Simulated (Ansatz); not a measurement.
`CBCO` + `[SH][GeH3]` → `CB[S][GeH3]` + CH₃OH  (ligand exchange at a B–C bond)

Gas-phase electronic energies from Ansatz, PBE0-D4/def2-TZVP geometries. CBS: MP2 limit from def2 TZ/QZ plus the TZ coupled-cluster correction, frozen cores. This one scheme is used for every species. DFT in def2-TZVPP. B3LYP here is the variant with VWN-RPA as its local correlation; programs differ in this. For Ge outer-core shells are correlated without core-valence functions, which leaves a few kJ/mol of doubt a bond. Scalar relativity is left out up to krypton. Each species was taken in one conformer, which may not be the lowest.

```tsv
level	ΔE (kJ/mol)	difference from CCSD(T)/CBS
PBE-D4	-92.9	1.5
r2SCAN-D4	-92.8	1.6
PBE0-D4	-92.4	2.0
B3LYP-D4	-91.5	2.9
ωB97X-V	-88.0	6.4
B2PLYP	-92.7	1.7
PBE	-90.4	4.0
r2SCAN	-92.2	2.2
B3LYP	-87.2	7.2
CCSD/def2-TZVPP	-91.9	2.5
CCSD(T)/CBS	-94.4	0
```

Largest T1 diagnostic among the species: 0.013.

The D4 term adds −4.2 kJ/mol with B3LYP and −2.3 kJ/mol with PBE0; it sums over pairs of atoms, weighted by their polarisabilities, and B3LYP, whose exchange is more repulsive, gets the larger term. In def2-TZVPP, CCSD(T) changes the Hartree–Fock value by −9.4 kJ/mol (the triples alone add −3.5 kJ/mol) and MP2 by −15.3 kJ/mol.
